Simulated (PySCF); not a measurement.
Input file for PySCF: R-MP2/6-31G* on C2H6 (SMILES CC) with ghost functions, monomers drawn apart or pushed together.

```python
from pyscf import gto, scf, dft, mp
from pyscf.data.elements import chemcore

mol = gto.M(
    atom='''
    C     0.79085939   -0.25163943    3.19700443
    C    -0.61191693    0.25155094    2.86857307
    H     1.40996009   -0.31500439    2.30065641
    H     0.75601404   -1.24492420    3.64708438
    H     1.29225298    0.41511975    3.90017259
    H    -0.58364926    1.25652148    2.43457968
    H    -1.23918039    0.31908101    3.75878675
    H    -1.12714779   -0.42534283    2.17903630
    ghost-F   -0.05706465    0.51311197   -0.03906524
    ghost-H   -0.42475143    0.50043473    0.81296299
    ''',
    basis='6-31g*',
    cart=True,
    charge=0, spin=0, verbose=3, max_memory=1800)
mf = scf.RHF(mol)
mf.conv_tol = 1e-8
mf.max_cycle = 100
mf.kernel()
if not mf.converged:
    mf = mf.newton().run(mf.mo_coeff, mf.mo_occ)
pt = mp.MP2(mf, frozen=chemcore(mol)).run()
```

It printed:

```
converged SCF energy = -79.228480972549
E(RMP2) = -79.4953270469722  E_corr = -0.266846074423189
E(SCS-RMP2) = -79.4986485370476  E_corr = -0.270167564498573
```

Self-consistency was reached.

Cost: roughly 0.5 core-seconds.
